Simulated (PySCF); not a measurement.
Si(F)2(OH)(SH), H2F2OSSi, SMILES O[Si](F)(F)S (B3LYP/def2-SVP optimised geometry):

```
7

O      0.917    -0.807     0.000
Si    -0.722    -0.807     0.000
F     -1.299    -1.622     1.267
F     -1.298    -1.620    -1.269
S     -1.382     1.205     0.000
H      1.382    -1.653     0.000
H     -0.105     1.653     0.002
```

Computed with B3LYP/def2-TZVP (PySCF).

Q: What are the frontier orbital energies and the dipole moment?

A: HOMO-2 -10.15 eV, HOMO-1 -9.98 eV, HOMO -7.92 eV, LUMO -0.33 eV, LUMO+1 -0.23 eV; dipole moment 1.96 D.

On the same geometry PBE/def2-TZVP in PySCF gives HOMO-2 -8.87 eV, HOMO-1 -8.59 eV, HOMO -6.88 eV, LUMO -1.02 eV, LUMO+1 -0.81 eV; dipole moment 1.95 D.

Meta-Löwdin charges at B3LYP/def2-TZVP: O1 -0.75, Si2 1.53, F3 -0.50, F4 -0.50, S5 -0.28, H6 0.37, H7 0.13.
